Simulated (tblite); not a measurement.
Species: C7H7 (doublet state).
SMILES with atom numbers: `[C:1]#[C:2]/[CH:3]=[C:4](/[CH3:5])[CH:6]=[CH2:7]` (hydrogens: H8 on C3; H9, H10, H11 on C5; H12 on C6; H13, H14 on C7)
Bond orders are those of one Lewis drawing.

Computed with GFN2-xTB (tblite), gas phase: L-BFGS steps from a force-field or distance-geometry start until the largest atomic force falls under 0.01 eV/Å.

Step 0: E = -496.2730 eV
```
atom  x, y, z in Å  |  force x, y, z in eV/Å
C1      2.0314   -2.5447    2.2654   -7.228   3.583  -4.897
C2      0.8380   -1.9538    1.4573    5.786  -2.776   3.867
C3     -0.2464   -1.4354    0.7360    1.604  -1.162   1.299
C4     -0.2520   -0.2580    0.0466    0.159   1.007  -0.449
C5     -1.5020    0.1579   -0.6717   -0.064   0.002  -0.326
C6      0.9067    0.6159   -0.0084    0.083  -0.061   0.054
C7      0.9865    1.7880   -0.6611    0.022  -0.128   0.127
H8     -1.1448   -2.0415    0.7461   -0.057  -0.059   0.006
H9     -2.3072   -0.5722   -0.5695    0.178  -0.013   0.116
H10    -1.8772    1.1131   -0.2868    0.183  -0.125  -0.132
H11    -1.3072    0.2618   -1.7534   -0.003   0.103   0.434
H12     1.8059    0.2993    0.5286   -0.440  -0.183  -0.090
H13     0.1574    2.2073   -1.2131    0.153  -0.029   0.043
H14     1.9101    2.3617   -0.6381   -0.376  -0.158  -0.050
```

Step 1: E = -497.8802 eV
```
atom  x, y, z in Å  |  force x, y, z in eV/Å
C1      1.9281   -2.4935    2.1955   -3.066   1.556  -2.093
C2      0.9206   -1.9935    1.5126    0.310  -0.106   0.174
C3     -0.2235   -1.4519    0.7545    2.073  -0.232   0.953
C4     -0.2497   -0.2436    0.0402    0.298  -0.899   0.681
C5     -1.5029    0.1580   -0.6763    0.009  -0.039  -0.003
C6      0.9079    0.6151   -0.0076    0.036   0.038  -0.012
C7      0.9868    1.7862   -0.6593   -0.031  -0.017   0.034
H8     -1.1456   -2.0423    0.7461    0.434   0.042   0.135
H9     -2.3046   -0.5724   -0.5679    0.149  -0.056   0.111
H10    -1.8746    1.1113   -0.2887    0.132  -0.065  -0.114
H11    -1.3073    0.2633   -1.7472    0.028   0.113   0.134
H12     1.7996    0.2966    0.5273   -0.274  -0.225   0.002
H13     0.1596    2.2069   -1.2125    0.121  -0.036   0.040
H14     1.9048    2.3595   -0.6388   -0.220  -0.073  -0.040
```

Step 2: E = -498.1999 eV
```
atom  x, y, z in Å  |  force x, y, z in eV/Å
C1      1.8522   -2.4551    2.1437    1.018  -0.476   0.687
C2      0.9381   -2.0010    1.5235   -2.383   1.261  -1.686
C3     -0.1785   -1.4589    0.7763   -0.539   0.985  -0.761
C4     -0.2434   -0.2599    0.0531    0.446  -1.348   0.986
C5     -1.5028    0.1572   -0.6770    0.232  -0.297   0.290
C6      0.9088    0.6157   -0.0078    0.006   0.218  -0.123
C7      0.9862    1.7856   -0.6583   -0.101  -0.265   0.140
H8     -1.1369   -2.0416    0.7489    1.154   0.207   0.318
H9     -2.3013   -0.5736   -0.5654    0.074  -0.078   0.086
H10    -1.8715    1.1097   -0.2913    0.144  -0.051  -0.027
H11    -1.3067    0.2658   -1.7437    0.096   0.054   0.064
H12     1.7933    0.2917    0.5271   -0.113  -0.192   0.047
H13     0.1623    2.2061   -1.2116    0.051  -0.022   0.009
H14     1.8996    2.3577   -0.6397   -0.085   0.004  -0.030
```

Task: Estimate the geometry and energy of step 3. (The exact step hangs on the optimiser's Hessian estimate; all steps are aligned on step 2, rigid shifts and turns removed.)

Result: E = -498.2805 eV, largest force 1.786 eV/Å
```
atom  x, y, z in Å  |  force x, y, z in eV/Å
C1      1.8575   -2.4574    2.1473   -1.351   0.715  -0.924
C2      0.9166   -1.9894    1.5082    0.328  -0.095   0.148
C3     -0.1826   -1.4493    0.7693   -0.369   0.073  -0.160
C4     -0.2385   -0.2738    0.0634    0.168   0.078   0.045
C5     -1.5004    0.1540   -0.6742    0.318  -0.287   0.299
C6      0.9089    0.6180   -0.0090   -0.040  -0.227   0.121
C7      0.9852    1.7827   -0.6568   -0.088   0.008  -0.017
H8     -1.1246   -2.0394    0.7523    0.834   0.117   0.249
H9     -2.3003   -0.5744   -0.5644    0.058  -0.090   0.085
H10    -1.8699    1.1091   -0.2917    0.179  -0.099  -0.009
H11    -1.3057    0.2664   -1.7427    0.116   0.021   0.134
H12     1.7917    0.2895    0.5276   -0.089  -0.155   0.036
H13     0.1630    2.2059   -1.2115    0.044  -0.033   0.014
H14     1.8984    2.3576   -0.6401   -0.108  -0.027  -0.021
```

The energy changes by -0.0806 eV. The first-order estimate −F·Δx gives -0.1699 eV and the mean of the old and new forces, exact on a quadratic surface, -0.0828 eV. The step makes an angle of 9° with the force vector and moves no atom by more than 0.029 Å.

The cost below is that of the whole relaxation. Time: 0.24 s. Hardware: an Arm Neoverse V1 with one thread, no GPU, shared host.
